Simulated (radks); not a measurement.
Task: Species: Ta LIX. Configuration: [Ne] 3s2 3p3 (the NIST ground configuration). Method: Dirac Kohn-Sham, PBE, spin-unpolarised, spherical densities, point nucleus; open shells are shared between the two j in proportion to 2j + 1; computed with a radial shooting solver on a logarithmic mesh with Libxc functionals. Some entries of the table are withheld. Estimate them.

orbital,occ.,eigenvalue (eV),r(max) (bohr),<r^2> (bohr^2)
1s1/2,2,-71836.10,0.01167,0.0004781
2s1/2,2,-15917.15,0.06666,0.007133
2p1/2,2,(1),(2),0.005089
2p3/2,4,(3),(4),0.006224
3s1/2,2,-6366.054,0.1793,0.04051
3p1/2,1,-6197.319,0.1668,0.03634
3p3/2,2,-5855.164,0.1784,0.04096
3d3/2,0,-5629.316,(5),0.03003
3d5/2,0,-5548.110,(6),0.03125
4s1/2,0,-3380.474,(7),0.1395

Result: 
(1) 2p1/2 eigenvalue (eV): -15458.88
(2) 2p1/2 r(max) (bohr): 0.04961
(3) 2p3/2 eigenvalue (eV): -14157.72
(4) 2p3/2 r(max) (bohr): 0.05622
(5) 3d3/2 r(max) (bohr): 0.1367
(6) 3d5/2 r(max) (bohr): 0.1400
(7) 4s1/2 r(max) (bohr): 0.3562
